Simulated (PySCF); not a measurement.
Cd (cadmium, neutral) across methods

[Kr] 4d9 5s2 5p1, one real determinant (an excited configuration). Calculation: PySCF 2.14, in aug-cc-pwCVDZ-PP with ECP28MDF; scalar relativity through the core potential. The B2PLYP total includes its PT2 part (frozen core); its orbital energies are those of the SCF part.

| method | E (hartree) | mean ε 5s α (eV) | mean ε 5s β (eV) | mean ε 5p α (eV) | Σ⟨r²⟩ (bohr²) | ⟨S²⟩ |
| --- | --- | --- | --- | --- | --- | --- |
| LDA | -167.0072 | -8.518 | -7.856 | -3.009 | 56.58 | 2.001 |
| PBE | -167.3089 | -8.252 | -7.513 | -2.979 | 56.92 | 2.002 |
| UHF | -166.44034 | -11.389 | -9.456 | -5.685 | 57.94 | 2.014 |
| r2SCAN | -167.3582 | -8.500 | -7.668 | -3.210 | 56.24 | 2.006 |
| TPSSh | -167.2394 | -8.655 | -7.673 | -3.344 | 56.46 | 2.004 |
| PBE0 | -167.2980 | -9.220 | -8.226 | -3.766 | 56.64 | 2.004 |
| BHandHLYP | -167.2218 | -10.050 | -8.979 | -4.337 | 56.89 | 2.005 |
| wB97X | -167.3304 | -11.493 | -10.579 | -5.499 | 56.36 | 2.003 |

**Question.** Estimate the same row for B2PLYP.

**Answer.** E (hartree) = -167.1416; mean ε 5s α (eV) = -10.015; mean ε 5s β (eV) = -8.823; mean ε 5p α (eV) = -4.354; Σ⟨r²⟩ (bohr²) = 57.21; ⟨S²⟩ = 2.006.

⟨L²⟩ = 8.01 against 12 for a pure F term, so this real determinant mixes terms. Energies and moments cover only the electrons outside the core potential.
